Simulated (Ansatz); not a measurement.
Gas-phase electronic energies from Ansatz, PBE0-D4/def2-TZVP geometries. CCSD(T)/CBS adds triple-zeta CCSD(T) − MP2 to the extrapolated MP2 energy (def2 sets, frozen cores). This one scheme is used for every species. Functionals use def2-TZVPP. For Ge outer-core shells are correlated without core-valence functions, which leaves a few kJ/mol of doubt a bond. Scalar relativity is left out up to krypton. Each species was taken in one conformer, which may not be the lowest.

Consider the ligand exchange at the Si–N bond: `O[SiH](F)[NH][GeH3]` + H–F → `O[SiH](F)F` + `[NH2][GeH3]`.

Problem. Is it downhill or uphill in electronic energy at CCSD(T)/CBS, and by how much? (Estimate.)

Solution. Computed: Downhill: ΔE = -72.5 kJ/mol.

Problem. What do these levels give: PBE-D4, r2SCAN0-D4, CAM-B3LYP-D4, revPBE, r2SCANh, CCSD(T)/def2-TZVPP? (Estimate.)

Solution. The calculation gave: PBE-D4 -72.5, r2SCAN0-D4 -77.6, CAM-B3LYP-D4 -79.8, revPBE -82.9, r2SCANh -81.4, CCSD(T)/def2-TZVPP -73.6 kJ/mol.

Largest T1 diagnostic among the species: 0.012.

The D4 term adds +11.8 kJ/mol with B3LYP and +6.6 kJ/mol with PBE0; it sums over pairs of atoms, weighted by their polarisabilities, and B3LYP, whose exchange is more repulsive, gets the larger term. In def2-TZVPP, CCSD(T) changes the Hartree–Fock value by +18.3 kJ/mol (the triples alone add +2.5 kJ/mol) and MP2 by +20.2 kJ/mol. From BLYP to BHLYP (50 % exact exchange), in def2-TZVPP and without D4, ΔE moves by +3.4 kJ/mol.

B3LYP here is the variant with VWN-RPA as its local correlation; programs differ in this.
